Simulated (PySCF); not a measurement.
`CSC1=C[C@H]2C=C[C@@H]1C2`, C$_{8}$H$_{10}$S

Cartesian coordinates in Å; atom numbers follow the order of the lines, from 1:
```xyz
19

C     3.176   -0.293   -0.333
S     1.901   -1.387    0.313
C     0.509   -0.359    0.226
C     0.324    0.897   -0.217
C    -1.184    1.170   -0.109
C    -1.892    0.230   -1.095
C    -1.700   -1.017   -0.652
C    -0.870   -0.909    0.631
C    -1.472    0.397    1.198
H     3.262    0.612    0.287
H     2.958   -0.009   -1.373
H     4.123   -0.846   -0.297
H     1.052    1.577   -0.656
H    -1.479    2.226   -0.153
H    -2.390    0.546   -2.012
H    -2.002   -1.954   -1.121
H    -0.851   -1.795    1.278
H    -0.919    0.790    2.064
H    -2.545    0.307    1.427
```

The calculation used quadratic response CAM-B3LYP/aug-cc-pVDZ first hyperpolarisability, Taylor convention, gas phase in PySCF. Geometry: PBE0-D3(BJ)/def2-SVP.

Task: Give β for the processes computed.

Result: In au, Taylor convention; the vector part is βᵢ = ⅓ Σⱼ (βᵢⱼⱼ + βⱼᵢⱼ + βⱼⱼᵢ); β∥ is 3/5 of the vector part along the dipole, the dipole points from − to +:
| process | λ (nm) | β vector norm | β∥ | β HRS | depolarisation ratio |
| --- | --- | --- | --- | --- | --- |
| static β(0;0,0) | ∞ | 167.3 | 22.6 | 76.1 | 3.85 |
| second harmonic β(−2ω;ω,ω) | 1907 | 183.4 | 22.1 | 83.2 | 3.84 |
| Pockels β(−ω;ω,0) | 1907 | 172.4 | 22.5 | – | – |
| second harmonic β(−2ω;ω,ω) | 1064 | 229.8 | 20.0 | 103.8 | 3.82 |
| Pockels β(−ω;ω,0) | 1064 | 184.6 | 22.1 | – | – |

Task: Which lowest excitations, dipole and polarisabilities go with it?

Result: S1 4.69 eV (f = 0.043); S2 4.96 eV (f = 0.005); S3 5.30 eV (f = 0.003); dipole 1.21 D; isotropic α 109.2 au static, 109.5 au at 1907 nm, 110.3 au at 1064 nm, 110.6 au at 953.5 nm, 114.1 au at 532 nm.
